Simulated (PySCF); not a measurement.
Mapped SMILES: `[CH2:1]=[C:2]1[CH:3]=[C:4]([SiH2:5][CH3:6])[CH:7]=[CH:8][O:9]1` (H(Xn): hydrogen on atom n). Ha(C1) is cis to C3; Hb(C1) is trans to C3.

- geometry: GFN2-xTB
- shielding tensors at PBE0/pcSseg-1 (GIAO)
- run in PySCF
- non-relativistic, averaged over atoms made equivalent by symmetry, fast rotation or ring inversion, one conformer, no solvent model

References, each an isolated molecule treated in the same way: 13C (186.93 ppm) vs TMS.

Do the 13C shifts follow the atomic charges (in e)? Tabulate both.

Results:


| atoms | hybridisation | δ (ppm) | σ para (ppm) | Hirshfeld | IAO | Mulliken | ESP-fitted |
| --- | --- | --- | --- | --- | --- | --- | --- |
| C2 | sp2 | 162.7 | -231 | +0.07 | +0.19 | +0.13 | +0.69 |
| C8 | sp2 | 154.0 | -216 | +0.04 | +0.08 | +0.27 | +0.22 |
| C4 | sp2 | 139.2 | -211 | -0.09 | -0.26 | -0.30 | +0.15 |
| C3 | sp2 | 137.5 | -208 | -0.05 | -0.16 | -0.12 | -0.52 |
| C7 | sp2 | 109.7 | -180 | -0.09 | -0.24 | -0.24 | -0.53 |
| C1 | sp2 | 89.7 | -157 | -0.16 | -0.41 | -0.16 | -0.88 |
| C6 | sp3 | -4.7 | -61 | -0.21 | -0.72 | -0.62 | -0.44 |

Correlation coefficients of δ with charge over these carbons: Hirshfeld +0.87, IAO +0.92, Mulliken +0.83, ESP-fitted +0.57; with the paramagnetic shielding -1.00. Among the 6 sp2 carbons alone: Hirshfeld +0.91, IAO +0.89, Mulliken +0.63, ESP-fitted +0.90. With so few points, grouped by hybridisation, these coefficients are fragile. Charge is one influence among several: hybridisation and low-lying excitations act through the paramagnetic term.

Shifts are as computed. Against solution values, carbons near 30 ppm lie about +3 ppm off and those near 130 ppm about +5 ppm. Of 1309 compounds with measured shifts, 239 miss one by over three times the rms of a fit or turn the order of signals round; such compounds aren't used in these exercises.
